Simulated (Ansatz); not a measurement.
The same path of BFH6OSSi2 (12 atoms, charge 0, multiplicity 1) was run twice with different band settings. The coordinate that changes most is the dihedral O1–B2–Si4–Si6.

Level of theory: Ansatz, RKS B3LYP/STO-3G.

Relaxed end points:

```xyz
12
Properties=species:S:1:pos:R:3
O -0.428 -2.373 -0.633
B -0.097 -1.074 -0.952
S 1.067 -0.871 -2.288
Si -0.841 0.507 -0.003
F -1.481 1.619 -1.061
Si 0.658 1.505 1.392
H -1.103 -2.382 0.129
H 1.221 -2.200 -2.550
H -1.946 0.037 0.828
H 0.080 2.620 2.109
H 1.128 0.558 2.378
H 1.818 1.998 0.685
```

```xyz
12
Properties=species:S:1:pos:R:3
O -0.608 -0.952 -2.048
B 0.015 -1.273 -0.888
S 1.188 -2.602 -0.713
Si -0.653 0.021 0.465
F -1.638 0.744 -0.742
Si 0.643 1.631 1.402
H -1.221 -0.114 -1.747
H 1.129 -3.014 -2.011
H -1.604 -0.466 1.452
H -0.156 2.666 2.019
H 1.483 1.049 2.424
H 1.500 2.255 0.420
```

Common settings: movable images 7; climbing image yes; spring 5.0 eV/Å²; optimiser quadratic models (default); start path IDPP; force threshold 0.05 eV/Å.

| run | iteration limit | end points |
| --- | --- | --- |
| 1 | 49 | relaxed |
| 2 | 60 | as typed, not relaxed |

Q: What does each run give, and how far can it be trusted?

A: Run 1: converged after 13 iterations, highest image 0.025 eV above the first end. A vibrational analysis at the climbing image gives no mode beyond 40i cm⁻¹: the surface is too flat there to confirm a saddle point.
Run 2: not converged after 60 iterations, highest image 0.000 eV above the first end. The band didn't meet its force threshold, so its energies are provisional: the largest band force was still 3.32 eV/Å, and over the last iterations the top stayed at 0.00 eV. Neighbouring images lie up to 2.0 Å apart, so the band is torn or far too coarse. The end points aren't both relaxed to the band's threshold either. Inner images lie below an end point, which means an intermediate or an end that isn't the lowest structure nearby.
Limits of this set-up: minimal basis.
